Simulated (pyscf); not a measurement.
Elementary routes open to H₂C=SiH–CH₃ in the gas phase (singlet surface):
A. H₃C–Si:–CH₃ [singlet] (H–Si broken; C–H formed)
B. cyclic C₂H₆Si (SMILES C1C[SiH2]1) (C–H broken; C–C, H–Si formed)

PySCF, gas phase, ωB97X-D3(BJ)/def2-SVP geometries. MP2 and CC: frozen core, UHF for open shells. ΔMP2 is the change of the MP2 total energy from the triple- to the quadruple-zeta basis.

### Question
Rank the routes by free-energy barrier at 600 K, lowest first, for CCSD(T)/def2-TZVPP + ΔMP2(QZVPP) energies (ideal gas, 1 atm, RRHO with modes under 100 cm⁻¹ raised to 100, one conformer, R ln 2 for rigid chiral ones).

### Answer
A (39.2 kcal/mol), B (65.0 kcal/mol)

Route A is the fastest of these, ahead of the next by 25.8 kcal/mol. The most stable products are those of A (ΔG = +2.5 kcal/mol), so kinetics and thermodynamics agree. At 1200 K A is still the fastest. Only these routes are compared; each barrier is that of the saddle found, and lower ones may exist. One closed-shell reference is unstable to symmetry breaking; treat the single-reference values with care. The CCSD(T) − MP2 part came from Ansatz, without density fitting, on the same reference. The largest closed-shell T1 diagnostic is 0.058, which may signal static correlation.
